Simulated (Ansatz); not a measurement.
Start from `O=C[Se]C(=O)S` and change one atom or group to get `O=C(S)[SeH]`.

Ansatz, PBE0-D4/def2-TZVP geometries, multiplicity 1. Each molecule was computed in one conformer, which needn't be the lowest.

Scalar relativity is left out up to krypton.

```
                                          property  `O=C[Se]C(=O)S`
                LUMO energy (PBE0/def2-TZVPP) / eV            -1.89
             LUMO energy (ωB97M-V/def2-TZVPP) / eV             0.32
size of the dipole moment (ωB97M-V/def2-TZVPP) / D             2.07
              HOMO–LUMO gap (PBE0/def2-TZVPP) / eV             6.02
               HOMO energy (B3LYP/def2-TZVPP) / eV            -7.68
                HOMO energy (PBE0/def2-TZVPP) / eV            -7.91
```

(1) What does the change do to each property? (Best estimate.)

Answers

(1) Computed: 
```csv
property,`O=C(S)[SeH]`,shift
LUMO energy (PBE0/def2-TZVPP) / eV,-1.40,0.49
LUMO energy (ωB97M-V/def2-TZVPP) / eV,0.63,0.31
size of the dipole moment (ωB97M-V/def2-TZVPP) / D,3.19,1.12
HOMO–LUMO gap (PBE0/def2-TZVPP) / eV,6.24,0.22
HOMO energy (B3LYP/def2-TZVPP) / eV,-7.39,0.29
HOMO energy (PBE0/def2-TZVPP) / eV,-7.64,0.27
```

With PBE0 the HOMO rises by 0.27 eV and the LUMO rises by 0.49 eV, so the gap widens by about 0.22 eV. PBE moves the HOMO by 0.17 eV and ωB97M-V by 0.23 eV. The zero-point energy changes by -30.1 kJ/mol with -6 modes. Dipoles are sizes alone; their direction can turn.

B3LYP here is the variant with VWN-RPA as its local correlation; programs differ in this.

Spin–orbit coupling is left out; it splits and shifts lone-pair levels of the heavy atoms by tenths of an eV.
